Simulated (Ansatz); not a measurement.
Computed with Ansatz on PBE0-D4/def2-TZVP structures; ΔE is electronic, products minus reactants. CBS: MP2 limit from def2 TZ/QZ plus the TZ coupled-cluster correction, frozen cores. This one scheme is used for every species. DFT in def2-TZVPP. B3LYP here is the variant with VWN-RPA as its local correlation; programs differ in this. One conformer a species, not always the lowest.

`OC[SiH](F)F` → `OCF` + `F[SiH]`  (silylene formation by 1,1-elimination)

```json
{"level": "r2SCAN-D4", "ΔE (kcal/mol)": "95.3", "difference from CCSD(T)/CBS": "2.9"}
{"level": "ωB97M-V", "ΔE (kcal/mol)": "89.2", "difference from CCSD(T)/CBS": "-3.2"}
{"level": "PBE", "ΔE (kcal/mol)": "85.6", "difference from CCSD(T)/CBS": "-6.8"}
{"level": "B3LYP", "ΔE (kcal/mol)": "85.6", "difference from CCSD(T)/CBS": "-6.8"}
{"level": "MP2/def2-TZVPP", "ΔE (kcal/mol)": "95.6", "difference from CCSD(T)/CBS": "3.2"}
{"level": "CCSD/def2-TZVPP", "ΔE (kcal/mol)": "89.6", "difference from CCSD(T)/CBS": "-2.8"}
{"level": "CCSD(T)/def2-TZVPP", "ΔE (kcal/mol)": "89.9", "difference from CCSD(T)/CBS": "-2.5"}
{"level": "HF/def2-QZVPP", "ΔE (kcal/mol)": "88.4", "difference from CCSD(T)/CBS": "-4.0"}
{"level": "MP2/def2-QZVPP", "ΔE (kcal/mol)": "97.2", "difference from CCSD(T)/CBS": "4.8"}
{"level": "HF/CBS(def2)", "ΔE (kcal/mol)": "88.5", "difference from CCSD(T)/CBS": "-3.9"}
{"level": "CCSD(T)/CBS", "ΔE (kcal/mol)": "92.4", "difference from CCSD(T)/CBS": "0"}
```

Largest T1 diagnostic among the species: 0.015.

From PBE to PBE0 (25 % exact exchange), in def2-TZVPP and without D4, ΔE moves by +4.2 kcal/mol. In def2-TZVPP, CCSD(T) changes the Hartree–Fock value by +2.0 kcal/mol (the triples alone add +0.3 kcal/mol) and MP2 by +7.6 kcal/mol.
